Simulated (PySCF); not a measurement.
Spectrum to structure. Method used: TDDFT CAM-B3LYP/def2-SVPD, vertical, gas phase, core orbitals frozen in the response in PySCF 2.14.0, density-fitted response routines. Geometries: GFN2-xTB, one conformer each.

```tsv
state	E (eV)	λ (nm)	f
S1	7.04	176.2	0.012
S2	7.09	174.8	0.261
S3	7.41	167.3	0.0017
S4	7.90	157.0	0.0064
S5	8.24	150.5	0.021
S6	8.54	145.2	0.0034
S7	8.66	143.2	0.016
S8	8.66	143.1	0.0095
```

Question: Which structure fits? All have the formula C6H7F3.
A. `C=C/C=C\CC(F)(F)F`
B. `C1C(F)=C[C@@H](C(F)F)C1`
C. `C=C(/C=C\F)CC(F)F`

Answer: B. Its S1, at 7.04 eV, is the highest among the candidates; the nearest of the others has S1 at 5.86 eV. S1 is HOMO→LUMO (63%), HOMO→LUMO+1 (19%), HOMO→LUMO+2 (8%). Löwdin shares by element: HOMO carbon 66% or more, fluorine 10% or more (atoms not listed hold the other 24%); LUMO carbon 35% or more, hydrogen 7% or more (atoms not listed hold the other 58%). At the same level the other candidates give, for their lowest levels:
- `C=C/C=C\CC(F)(F)F`: 5.86 eV (f 0.784); 6.87 eV (f 0.001); 7.03 eV (f 0.013); 7.32 eV (f 0.001); 7.43 eV (f 0.017); T1 3.21 eV; HOMO -8.30, LUMO -0.09 eV
- `C=C(/C=C\F)CC(F)F`: 5.86 eV (f 0.569); 6.52 eV (f 0.004); 7.37 eV (f 0.034); 7.45 eV (f 0.002); 7.63 eV (f 0.017); T1 3.23 eV; HOMO -8.36, LUMO -0.12 eV
Triplets come from the Tamm–Dancoff approximation.
